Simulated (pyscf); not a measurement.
## HO–InH–F (SMILES [OH][InH][F]), singlet

Gas-phase minimum from PySCF at ωB97X-D3(BJ)/def2-SVP, one conformer. 

```xyz
5

O     -0.9968     1.1018    -0.4227
In     0.6155     0.0058    -0.7710
F      1.6115    -0.1947     0.9091
H     -1.0562     1.3704     0.5029
H      1.1448    -0.6890    -2.2172
```

Bond lengths (Å): O1–In2 1.980, O1–H4 0.966, In2–F3 1.963, In2–H5 1.689. Bond angles (°): In2–O1–H4 111.9, O1–In2–F3 108.6, O1–In2–H5 129.3, F3–In2–H5 122.1.

Properties at ωB97X-D3(BJ)/def2-SVP:

```yaml
harmonic_wavenumbers_unscaled: 141, 343, 435, 439, 615, 638, 821, 1939, 3891 cm⁻¹
zero_point_energy: 13.2 kcal/mol
rotational_symmetry_number: 1
Entropy of this conformer at 298 K and 1 atm, rigid rotor and harmonic oscillator, modes under 100 cm⁻¹ raised to 100: 302.5 J/(mol K)
dipole_moment: 1.52 D
```

Single-point totals, which compare only within one level (frozen core for MP2 and CC):

| level | total energy (hartree) |
|---|---|
| ωB97X-D3(BJ)/def2-TZVP | -366.60811 |
| PBE/def2-TZVP | -366.35068 |
| r²SCAN/def2-TZVP | -366.51628 |
| B3LYP-D3(BJ)/def2-TZVP | -366.59595 |
| PBE0-D3(BJ)/def2-TZVP | -366.34488 |
| M06-2X/def2-TZVP | -366.38713 |
| ωB97M-D3(BJ)/def2-TZVP | -366.58205 |
| HF/def2-TZVPP | -364.79155 |
| MP2/def2-TZVPP | -365.57772 |
| CCSD/def2-TZVPP | -365.57548 |
| CCSD(T)/def2-TZVPP | -365.60028 |

Soft torsions are taken as harmonic, which can shift the entropy by several J/(mol K). The CCSD(T) − MP2 part came from Ansatz, without density fitting, on the same reference. The frozen core leaves the outer d or s,p core shells of the metals and heavy elements correlated in the MP2 and CC values, and def2-TZVPP describes them poorly, so these totals are far from the basis limit. Elements past Kr carry the def2 core potentials, without spin-orbit coupling.
